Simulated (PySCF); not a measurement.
FLi, charge +1, doublet, at a GFN2-xTB geometry (such geometries of metal compounds can be far from the true shape) (a state made from the parent by changing its charge; the spin is typed, not shown lowest), with bond 2-1 at 1.25 times its length; PBE/6-311G** run with PySCF.

The PySCF input:
```python
from pyscf import gto, scf, dft

mol = gto.M(
    atom='''
Li   -0.00000000   -0.00000000   -1.66061298
F     0.00000000    0.00000000    1.10707532
''',
    basis='6-311g**',
    charge=1,
    spin=1,
    verbose=4,
)

mf = dft.UKS(mol)
mf.xc = 'pbe'
mf.kernel()
mo_i, mo_e, stable_i, stable_e = mf.stability(internal=True, external=False, return_status=True, nroots=6, tol=1e-6)
print('internally stable:', stable_i, ' externally stable:', stable_e)
if not stable_i:
    umf = mf.copy()
    umf.scf_summary = {}
    umf.kernel(umf.make_rdm1(mo_i, mf.mo_occ))
```

It wrote (shortened):

```
PySCF version 2.14.0

[INPUT] verbose = 4
[INPUT] num. atoms = 2
[INPUT] num. electrons = 11
[INPUT] charge = 1
[INPUT] spin (= nelec alpha-beta = 2S) = 1
[INPUT] symmetry False subgroup None
[INPUT] Mole.unit = angstrom
[INPUT] Symbol           X                Y                Z      unit          X                Y                Z       unit  Magmom
[INPUT]  1 Li     0.000000000000   0.000000000000  -1.660612980000 AA    0.000000000000   0.000000000000  -3.138103731098 Bohr   0.0
[INPUT]  2 F      0.000000000000   0.000000000000   1.107075320000 AA    0.000000000000   0.000000000000   2.092069154065 Bohr   0.0

nuclear repulsion = 5.162353251571
number of shells = 16
number of NR pGTOs = 62
number of NR cGTOs = 36
basis = 6-311g**
ecp = {}

******** <class 'pyscf.dft.uks.UKS'> ********
method = UKS
initial guess = minao
damping factor = 0
level_shift factor = 0
DIIS = <class 'pyscf.scf.diis.CDIIS'>
diis_start_cycle = 1
diis_space = 8
diis_damp = 0
SCF conv_tol = 1e-09
SCF conv_tol_grad = None
SCF max_cycles = 50
direct_scf = True
direct_scf_tol = 1e-13
number electrons alpha = 6  beta = 5
XC library pyscf.dft.libxc version 7.1.2
    S. Lehtola, C. Steigemann, M. J. T. Oliveira, and M. A. L. Marques,  SoftwareX 7, 1–5 (2018)
XC functionals = pbe
    J. P. Perdew, K. Burke, and M. Ernzerhof,  Phys. Rev. Lett. 77, 3865 (1996)
    J. P. Perdew, K. Burke, and M. Ernzerhof,  Phys. Rev. Lett. 78, 1396 (1997)
    J. P. Perdew, K. Burke, and M. Ernzerhof,  Phys. Rev. Lett. 77, 3865 (1996)
    J. P. Perdew, K. Burke, and M. Ernzerhof,  Phys. Rev. Lett. 78, 1396 (1997)
radial grids:
    Treutler-Ahlrichs [JCP 102, 346 (1995); DOI:10.1063/1.469408] (M4) radial grids

becke partition: Becke, JCP 88, 2547 (1988); DOI:10.1063/1.454033
pruning grids: <function nwchem_prune>
grids dens level: 3
symmetrized grids: False
atomic radii adjust function: <function treutler_atomic_radii_adjust>
small_rho_cutoff = 0
Set gradient conv threshold to 3.16228e-05
tot grids = 27984
init E= -107.091518935739

cycle= 1 E= -106.914339178525  delta_E= 0.177  |g|= 0.094  |ddm|= 0.676
cycle= 2 E= -106.917566209461  delta_E= -0.00323  |g|= 0.0122  |ddm|= 0.0637
cycle= 3 E= -106.917594988069  delta_E= -2.88e-05  |g|= 0.00881  |ddm|= 0.0105
cycle= 4 E= -106.91761428518  delta_E= -1.93e-05  |g|= 0.00326  |ddm|= 0.00561
cycle= 5 E= -106.917617157679  delta_E= -2.87e-06  |g|= 0.000178  |ddm|= 0.00148
cycle= 6 E= -106.917617173834  delta_E= -1.62e-08  |g|= 4.49e-05  |ddm|= 0.000204
cycle= 7 E= -106.917617177536  delta_E= -3.7e-09  |g|= 3.04e-05  |ddm|= 0.00015
cycle= 8 E= -106.917617180604  delta_E= -3.07e-09  |g|= 3.02e-05  |ddm|= 0.000137
cycle= 9 E= -106.917617181883  delta_E= -1.28e-09  |g|= 3.02e-05  |ddm|= 5.73e-05
cycle= 10 E= -106.917617182986  delta_E= -1.1e-09  |g|= 3.02e-05  |ddm|= 4.95e-05
cycle= 11 E= -106.917617183217  delta_E= -2.31e-10  |g|= 3.02e-05  |ddm|= 1.03e-05
Extra cycle  E= -106.917617186565  delta_E= -3.35e-09  |g|= 3.02e-05  |ddm|= 0.00015
converged SCF energy = -106.917617186565  <S^2> = 0.75108816  2S+1 = 2.0010879
uhf_internal: lowest eigs of H = [-7.68677186e-05  1.97491395e-02  5.99986575e-01  6.13193556e-01
  6.58760031e-01  6.86270088e-01]
<class 'pyscf.dft.uks.UKS'> wavefunction has an internal instability
internally stable: False  externally stable: None

******** <class 'pyscf.dft.uks.UKS'> ********
method = UKS
initial guess = minao
damping factor = 0
level_shift factor = 0
DIIS = <class 'pyscf.scf.diis.CDIIS'>
diis_start_cycle = 1
diis_space = 8
diis_damp = 0
SCF conv_tol = 1e-09
SCF conv_tol_grad = None
SCF max_cycles = 50
direct_scf = True
direct_scf_tol = 1e-13
number electrons alpha = 6  beta = 5
XC library pyscf.dft.libxc version 7.1.2
    S. Lehtola, C. Steigemann, M. J. T. Oliveira, and M. A. L. Marques,  SoftwareX 7, 1–5 (2018)
XC functionals = pbe
    J. P. Perdew, K. Burke, and M. Ernzerhof,  Phys. Rev. Lett. 77, 3865 (1996)
    J. P. Perdew, K. Burke, and M. Ernzerhof,  Phys. Rev. Lett. 78, 1396 (1997)
    J. P. Perdew, K. Burke, and M. Ernzerhof,  Phys. Rev. Lett. 77, 3865 (1996)
    J. P. Perdew, K. Burke, and M. Ernzerhof,  Phys. Rev. Lett. 78, 1396 (1997)
radial grids:
    Treutler-Ahlrichs [JCP 102, 346 (1995); DOI:10.1063/1.469408] (M4) radial grids

becke partition: Becke, JCP 88, 2547 (1988); DOI:10.1063/1.454033
pruning grids: <function nwchem_prune>
grids dens level: 3
symmetrized grids: False
atomic radii adjust function: <function treutler_atomic_radii_adjust>
small_rho_cutoff = 0
Set gradient conv threshold to 3.16228e-05
init E= -106.913469289712
cycle= 1 E= -106.917555557765  delta_E= -0.00409  |g|= 0.0156  |ddm|= 0.104
cycle= 2 E= -106.917614015398  delta_E= -5.85e-05  |g|= 0.00316  |ddm|= 0.0128
cycle= 3 E= -106.917615342826  delta_E= -1.33e-06  |g|= 0.00222  |ddm|= 0.0026
cycle= 4 E= -106.917616689405  delta_E= -1.35e-06  |g|= 3.32e-05  |ddm|= 0.00103
cycle= 5 E= -106.917616689862  delta_E= -4.57e-10  |g|= 3.92e-06  |ddm|= 2.74e-05
Extra cycle  E= -106.917616689891  delta_E= -2.96e-11  |g|= 2.7e-06  |ddm|= 1.3e-05
converged SCF energy = -106.917616689891  <S^2> = 0.75108813  2S+1 = 2.0010878
```
